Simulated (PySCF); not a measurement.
The numbers are results of PySCF 2.14.0 with ωB97X-D3(BJ)/def2-TZVP // B3LYP-D3(BJ)/def2-TZVP, not measurements. Isolated molecules, 0 K electronic values unless said otherwise. One relaxed conformer stands for a flexible species; it need not be the lowest. Delta-SCF ions had no search for a lower state. 

Reference species (SMILES): `[CH3][In]([CH3])[CH3]` (neutral, multiplicity 1).

| Item | Value |
|---|---|
| vertical ionisation energy (Delta-SCF) | 9.13 eV |
| S1 oscillator strength | 0.000 |

Changed species: `[NH2][In]([CH3])[NH2]` (2 of 3 CH3 replaced by NH2; the reference has 0 of 3 CH3 replaced by NH2).

### Question
Give the shifts of the vertical ionisation energy (Delta-SCF) and S1 oscillator strength.

### Answer
the vertical ionisation energy (Delta-SCF) drops by 0.17 eV, to 8.96 eV; the S1 oscillator strength rises by 0.013, to 0.013.
